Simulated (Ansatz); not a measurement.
```yaml
crystal:
  periodic: [false, false, false]
  atoms:
    - {symbol: C, position_ang: [-1.502467, 1.329148, 0.112106]}
    - {symbol: O, position_ang: [-0.632745, 0.540673, 0.882892]}
    - {symbol: Sb, position_ang: [-0.317717, -1.320736, 0.298050]}
    - {symbol: C, position_ang: [1.603075, -0.940725, -0.592463]}
    - {symbol: H, position_ang: [-1.071233, 1.598903, -0.862225]}
    - {symbol: H, position_ang: [-1.692113, 2.256270, 0.660380]}
    - {symbol: H, position_ang: [-2.470852, 0.842506, -0.069873]}
    - {symbol: H, position_ang: [0.368560, -1.732112, 1.812708]}
    - {symbol: H, position_ang: [1.471951, -0.562466, -1.606172]}
    - {symbol: H, position_ang: [2.182116, -1.865425, -0.629658]}
    - {symbol: H, position_ang: [2.126827, -0.203036, 0.014654]}
basis:
  gaussian: {orbitals: def2-mTZVP, fitting: {mean_field: def2-universal-jkfit}}
hamiltonian: {xc: {name: HF}}
correlation: {method: mp2, frozen_orbitals: {C: 0}}
accuracy: high
```

```sh
$ ansatz run in.yaml --threads 4 --pin off --events-out ev --progress --plain --max-ram 10444MiB
```

Shortened log:

```
Functional definition: HF
  name "HF"
  cite "Fock, Z. Phys. 61, 126 (1930) doi:10.1007/BF01340294"
  parent pbe
  exchange = exact_x
  correlation = 0
Error: "frozen_orbitals" has no count for O
```

Task: Something in this input is off. What?

Result: Frozen orbitals are typed for one element alone, and the program wants a count for each. The input was rejected before any iteration.
